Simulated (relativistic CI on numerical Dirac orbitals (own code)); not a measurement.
## Mo⁵⁺: resonant inelastic scattering at the M2,3 edge

Computed with this model: Dirac-Coulomb-Breit CI, orbitals from a KLI potential per configuration, model QED, valence Slater integrals scaled by 0.8, Kramers-Heisenberg scattering through one core-hole configuration in a parametric crystal field; configurations [Kr] 4d → [Ne] 3s2 3p5 3d10 4s2 4p6 4d2; 300 K; core-hole width 2 eV; summed over polarisations. Incident energies are the highest absorption maxima for each field (at most a few, so the weaker spin-orbit partner edge can be absent), on the computed scale of the free ion. Intensities are in per cent of the strongest line above 0.02 eV; levels within 1 cm⁻¹ are merged; final levels count from the ground level, the first row holds all elastic scattering, lines under 0.4 are left out and each table stops after 24 rows. The scale of the Slater integrals is a model choice and moves the terms in proportion.

Field parameters in Wybourne normalisation: D4h B²₀ = −7Ds, B⁴₀ = 21(Dq − Dt), B⁴₄ = 21√(5/14) Dq. The field is a parameter set, without covalency.

S is read from ⟨S²⟩ = S(S + 1).

D4h, 10Dq = 28150, Ds = -1500, Dt = -200 cm⁻¹:

| Final level (eV) | Degeneracy | Irrep | S | 403.8 eV | 407 eV | 421.1 eV |
| --- | --- | --- | --- | --- | --- | --- |
| 0.000 | 2 | Γ7 | 0.50 | 1314.4 | 1326.2 | 224.7 |
| 0.387 | 2 | Γ6 | 0.50 | 53.5 | 8.1 | 62.9 |
| 0.528 | 2 | Γ7 | 0.50 | 94.5 | 36.7 | 19.8 |
| 3.516 | 2 | Γ7 | 0.50 | 14.5 | 100.0 | 2.5 |
| 4.383 | 2 | Γ6 | 0.50 | 6.7 | 99.3 | 4.2 |

D4h, 10Dq = 28150, Ds = -860, Dt = -200 cm⁻¹:

```
Final level (eV)  Degeneracy  Irrep     S  403.8 eV  407 eV  421 eV
           0.000           2     Γ7  0.50    1309.2  1295.8   220.0
           0.161           2     Γ6  0.50      52.8     8.2    69.3
           0.314           2     Γ7  0.50     100.0    43.1    19.9
           3.528           2     Γ7  0.50      13.3    96.0     2.7
           4.078           2     Γ6  0.50       6.2    87.4     4.6
```

D4h, 10Dq = 28150, Ds = -210, Dt = -200 cm⁻¹:

```
Final level (eV)  Degeneracy  Irrep     S  403.8 eV  406.9 eV  420.9 eV
           0.000           2     Γ6  0.50    1188.6    1006.6     215.4
           0.028           2     Γ7  0.50      39.1       8.8      51.3
           0.206           2     Γ7  0.50     100.0      44.7      18.0
           3.609           2     Γ7  0.50       7.1      66.6       4.2
           3.837           2     Γ6  0.50       8.7      74.1       3.1
```

For the first field the strongest loss at the lowest incident energy is the level at 0.53 eV (S = 0.50, against 0.50 in the thermal ground state).
